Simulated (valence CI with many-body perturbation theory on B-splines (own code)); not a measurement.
## Basis-set convergence for Sr¹⁷⁺

Computed by configuration interaction combined with many-body perturbation theory (CI+MBPT): three valence electrons over a frozen Dirac-Fock core [Ar], a basis of 7 s, 7 p, 8 d, 6 f, 4 g, 1 h functions for each j, with the one-electron correlation potential Σ1 (screened to all orders), the two-electron term Σ2, the three-electron term Σ3, Breit, model QED; selected single and double excitations, second order for the rest, scaled by the run's own slope (own B-spline code, finite nucleus).

No measured levels were compared; by estimate terms of the open shell hold to 2 to 4 % of their energy, and close levels can change places. Only levels of the ground parity were solved; by the run's estimate the other parity begins above the list, which can be wrong where configurations are misplaced.

The reference run has the lowest level 3d3 4F_3/2 and an ionisation energy of 665.853 eV. Its largest variational space holds 4783 state functions.

Names give the largest LS component (configuration and term), which can be under half, so a name can repeat, a term be missing and a line seem to break the LS rules; names also repeat where a configuration has a term twice. Letters in brackets count levels of one name in rising energy.

Changed runs:
A. basis 6 s, 6 p, 5 d, 5 f, 1 g
B. basis 5 s, 5 p, 4 d, 4 f

Excitation energies of the reference run in cm⁻¹, and shifts in cm⁻¹:

| Level | Reference | A | B |
| --- | --- | --- | --- |
| 3d3 4F_5/2 | 8580 | -22 | -33 |
| 3d3 4F_7/2 | 17698 | -21 | -27 |
| 3d3 4F_9/2 | 26375 | +4.6 | +21 |
| 3d3 4P_3/2 | 47886 | +286 | +562 |
| 3d3 4P_1/2 | 50569 | +209 | +433 |
| 3d3 2G_7/2 | 59220 | +353 | +700 |
| 3d3 2G_9/2 | 62571 | +344 | +739 |
| 3d3 4P_5/2 | 63381 | +163 | +343 |
| 3d3 2D_3/2 [a] | 72941 | +394 | +703 |
| 3d3 2P_1/2 | 77818 | +498 | +991 |
| 3d3 2H_11/2 | 85030 | +390 | +915 |
| 3d3 2H_9/2 | 87483 | +366 | +813 |
| Ionisation energy (eV) | 665.853 | -0.047 | -0.058 |
